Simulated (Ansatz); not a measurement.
`[NH2][GaH][Br]` + HCl → `[Cl][GaH][Br]` + NH₃ at 700 K and 1 bar (ligand exchange at a Ga–N bond).

Isolated molecules relaxed with PBE0-D4/def2-TZVP in Ansatz; ΔE leaves out vibrations. CCSD(T)/CBS is the MP2 limit (def2-TZVPP, def2-QZVPP) plus CCSD(T) − MP2 in def2-TZVPP, frozen cores. This one scheme is used for every species. For Br, Ga outer-core shells are correlated without core-valence functions, which leaves a few kJ/mol of doubt a bond. Scalar relativity is left out up to krypton. One conformer a species, not always the lowest.

```tsv
species	CCSD(T)/CBS energy (Eh)	H − E (kJ/mol)	S (J/(mol·K))
`[NH2][GaH][Br]`	-4553.84396	140.5	397.2
HCl	-460.38127	38.4	211.8
`[Cl][GaH][Br]`	-4957.74201	66.7	377.2
NH₃	-56.50880	116.9	226.5
```

H − E and S are ideal-gas, rigid-rotor, harmonic terms from PBE0-D4/def2-TZVP, for one conformer and one mirror image of each species. 1 Eh = 2625.50 kJ/mol, R = 8.31446 J/(mol·K).

Q: By hand: ΔE, ΔH, ΔS and ΔG.

A: ΔE = (-4957.74201) + (-56.50880) − (-4553.84396) − (-460.38127) = -0.02558 Eh = -67.2 kJ/mol. Δ(H − E) = 66.7 + 116.9 − 140.5 − 38.4 = 4.7, so ΔH = -62.5 kJ/mol. ΔS = 377.2 + 226.5 − 397.2 − 211.8 = -5.3 J/(mol·K). ΔG = -62.5 − 700 × (-5.3)/1000 = -58.8 kJ/mol.

Q: By hand: the equilibrium constant, and the temperature at which ΔG would vanish if ΔH and ΔS stayed fixed.

A: log₁₀ K = −ΔG/(RT ln 10) = 4.4. ΔG = 0 at ΔH/ΔS = 11792 K, far beyond where these terms or the molecules hold.

The number of gas molecules stays the same, so ΔS is small and ΔH decides. A doubt of 5 kJ/mol in ΔE shifts log₁₀ K by 0.4 here. Other conformers and mirror images would add mixing entropy, several J/(mol·K) or more a flexible species. These are equilibria of isolated gas molecules and say nothing of rates. Largest T1 diagnostic: 0.011 (customary marks: 0.02 for closed shells, 0.045 for open ones).
